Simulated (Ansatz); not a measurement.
Which isomer of C2H5FSn gives these data?

These gas-phase data were calculated for one isomer of C2H5FSn at PBE0-D4/def2-SVP (harmonic, unscaled wavenumbers; equilibrium rotational constants with average atomic masses):

| Quantity | Value |
| --- | --- |
| rotational constants | 26.04, 1.178, 1.143 GHz |
| all wavenumbers above 1500 cm⁻¹ | 3116, 3092, 3053, 3046, 1702 |

Candidates:

(1) `FC[CH2][SnH]`, a singlet
(2) `C[CH2][Sn][F]`, a singlet

Assign the data to one candidate and say why.

Candidate (1). The band at 1702 cm⁻¹ lies where the Sn–H stretch is expected; (2) has no mode between 1650 and 2000 cm⁻¹.

The same quantities for all candidates:

```tsv
	rotational constants (GHz)	wavenumbers above 1500 cm⁻¹	E above the lowest, PBE0-D4/def2-SVP (kcal/mol)
(1)	26.04, 1.178, 1.143	3116, 3092, 3053, 3046, 1702	39.3
(2)	6.333, 2.807, 2.01	3157, 3126, 3084, 3045, 3019	0.0
```

Each candidate is one conformer. Atoms past krypton carry core potentials. Programs: Ansatz 0.2.0.
